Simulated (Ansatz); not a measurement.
`[AlH2][SiH]([SiH3])O[SiH3]` + `N=C=O` → `O=C=[N][AlH2]` + `[SiH3]O[SiH2][SiH3]` at 600 K and 1 bar (cleavage of the Al–Si bond).

Calculated with Ansatz (gas phase, PBE0-D4/def2-TZVP geometries, no zero-point term in ΔE). CCSD(T)/CBS is the MP2 limit (def2-TZVPP, def2-QZVPP) plus CCSD(T) − MP2 in def2-TZVPP, frozen cores. This one scheme is used for every species. Each species was taken in one conformer, which may not be the lowest.

```
                     species  CCSD(T)/CBS energy (Eh)  H − E (kJ/mol)  S (J/(mol·K))
`[AlH2][SiH]([SiH3])O[SiH3]`              -1189.88644           295.9          599.2
                     `N=C=O`               -168.51995            83.3          274.5
             `O=C=[N][AlH2]`               -411.17628           113.4          359.7
       `[SiH3]O[SiH2][SiH3]`               -947.28799           261.9          505.0
```

H − E and S are ideal-gas, rigid-rotor, harmonic terms from PBE0-D4/def2-TZVP, for one conformer and one mirror image of each species. 1 Eh = 2625.50 kJ/mol, R = 8.31446 J/(mol·K).

Q: By hand: ΔE, ΔH, ΔS and ΔG.

A: ΔE = (-411.17628) + (-947.28799) − (-1189.88644) − (-168.51995) = -0.05788 Eh = -152.0 kJ/mol. Δ(H − E) = 113.4 + 261.9 − 295.9 − 83.3 = -3.9, so ΔH = -155.9 kJ/mol. ΔS = 359.7 + 505.0 − 599.2 − 274.5 = -9.0 J/(mol·K). ΔG = -155.9 − 600 × (-9.0)/1000 = -150.5 kJ/mol.

Q: By hand: the equilibrium constant, and the temperature at which ΔG would vanish if ΔH and ΔS stayed fixed.

A: log₁₀ K = −ΔG/(RT ln 10) = 13.1. ΔG = 0 at ΔH/ΔS = 17322 K, far beyond where these terms or the molecules hold.

The number of gas molecules stays the same, so ΔS is small and ΔH decides. A doubt of 5 kJ/mol in ΔE shifts log₁₀ K by 0.4 here. Other conformers and mirror images would add mixing entropy, several J/(mol·K) or more a flexible species. Modes under 60 cm⁻¹, often nearly free rotors, make the harmonic entropy too high. These are equilibria of isolated gas molecules and say nothing of rates. Largest T1 diagnostic: 0.018 (customary marks: 0.02 for closed shells, 0.045 for open ones).
